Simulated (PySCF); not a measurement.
## Working out the ionisation energy of Ti

Ti [Ar] 3d2 4s2 (3F) → Ti⁺ [Ar] 3d2 4s1 (4F). Computed with PySCF 2.14 in dyall-av2z (16s12p7d2f, 101 functions), with no relativity, point nucleus. Frozen: [Ar]; the 25 highest virtual orbitals dropped. Energies in hartree (1 hartree = 27.21139 eV):

```
             part   Ti (lower)  Ti⁺ (upper)
              UHF  -848.403227  -848.200105
MP2 opposite-spin    -0.028388     0.000000
    MP2 same-spin    -0.009554    -0.009865
```

**Question.** What does Hartree-Fock give?

**Answer.** (-848.200105) − (-848.403227) = 0.203122 hartree = 5.527 eV.

**Question.** What do MP2 and SCS-MP2 (6/5 opposite-spin, 1/3 same-spin) give?

**Answer.** The opposite-spin parts differ by 0.772 eV and the same-spin parts by -0.008 eV. MP2: 5.527 + (0.772) + (-0.008) = 6.291 eV. SCS-MP2: 5.527 + 1.2 × (0.772) + (-0.008)/3 = 6.451 eV.

Measured between the centres of the two terms (NIST): 6.828 eV, so MP2 (valence) is off by -0.537 eV.

The calculation is non-relativistic.

A double-zeta basis recovers only part of the correlation energy.

What remains against the reference includes basis incompleteness, the frozen core and correlation beyond second order.
